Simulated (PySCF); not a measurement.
A GIAO shielding run with PySCF (density fitting, non-relativistic, gas phase) on `[SiH2]1[C@@H](C)[SiH2][Si@@H](CCl)[SiH2]1`, C3H13ClSi4:

```
$ OMP_NUM_THREADS=1 python probes_run.py task.json out

{"job": {"kind": "nmr", "xc": "PBE0", "basis": "pcSseg-1"}, "charge": 0, "multiplicity": 1}
C     -1.639404     1.422914    -0.541008
C     -1.637205    -0.104021    -0.623070
Si    -1.736580    -0.837507     1.152032
Si     0.439286    -0.704410     1.972427
Si     1.620124    -0.796000    -0.053348
C      2.870976     0.656213    -0.235956
Cl     2.021205     2.211754    -0.025873
Si    -0.107294    -0.703519    -1.622982
H     -0.766050     1.788018    -0.003146
H     -1.627220     1.869616    -1.534623
H     -2.526023     1.788043    -0.023464
H     -2.536993    -0.405798    -1.167245
H     -2.795175    -0.123296     1.880415
H     -2.207279    -2.226968     1.035733
H      0.703251     0.495960     2.776815
H      0.765260    -1.809424     2.885033
H      2.521016    -1.954676    -0.231465
H      3.344304     0.693779    -1.214916
H      3.653094     0.630133     0.519622
H      0.049431     0.167506    -2.795981
H     -0.417645    -2.041375    -2.149472
```

Hardware: 1 thread of an Arm Neoverse V1, shared host. The job also computes population analyses, field gradients, ring-centre shieldings.

Question: How large is the calculation?

Answer: 104 electrons, 236 basis functions and 1344 auxiliary functions.

Question: How long does it take, and how much memory does it need?

Answer: 81 s of wall time, with 12 SCF cycles and 5 response iterations; peak memory 1.1 GiB. Times on a shared host scatter by some tens of per cent.
